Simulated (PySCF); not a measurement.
F3S, SMILES F[S](F)F, multiplicity 2.

Coordinates come from a PBE0-D3(BJ)/def2-TZVP optimisation. The geometry has at least one imaginary mode, so it is a saddle point at that level. The isomer is the one that the SMILES or the coordinates give; other isomers of the formula were not compared.

Computed with TDA-PBE/def2-SVPD (PySCF 2.14.0).

Vertical excitations. The molecule is in vacuum.

```json
[
 {"state": "root 1", "energy (eV)": "2.87", "λ (nm)": "431", "f": "0.005", "main pairs": "β HOMO→LUMO 97 %"},
 {"state": "root 2", "energy (eV)": "3.98", "λ (nm)": "312", "f": "0.000", "main pairs": "β HOMO−1→LUMO 100 %"},
 {"state": "root 3", "energy (eV)": "4.53", "λ (nm)": "274", "f": "0.003", "main pairs": "α HOMO→LUMO 93 %"},
 {"state": "root 4", "energy (eV)": "4.80", "λ (nm)": "258", "f": "0.001", "main pairs": "β HOMO−3→LUMO 96 %"},
 {"state": "root 5", "energy (eV)": "5.25", "λ (nm)": "236", "f": "0.046", "main pairs": "β HOMO−2→LUMO 92 %"},
 {"state": "root 6", "energy (eV)": "5.33", "λ (nm)": "232", "f": "0.003", "main pairs": "β HOMO−4→LUMO 93 %"},
 {"state": "root 7", "energy (eV)": "5.89", "λ (nm)": "210", "f": "0.000", "main pairs": "α HOMO−1→LUMO 48 %, β HOMO→LUMO+1 50 %"},
 {"state": "root 8", "energy (eV)": "6.28", "λ (nm)": "197", "f": "0.000", "main pairs": "β HOMO−5→LUMO 100 %"},
 {"state": "root 9", "energy (eV)": "6.89", "λ (nm)": "180", "f": "0.034", "main pairs": "α HOMO−1→LUMO 48 %, β HOMO→LUMO+1 44 %"},
 {"state": "root 10", "energy (eV)": "7.03", "λ (nm)": "176", "f": "0.000", "main pairs": "α HOMO→LUMO+1 99 %"}
]
```
Unrestricted roots are not spin-pure.
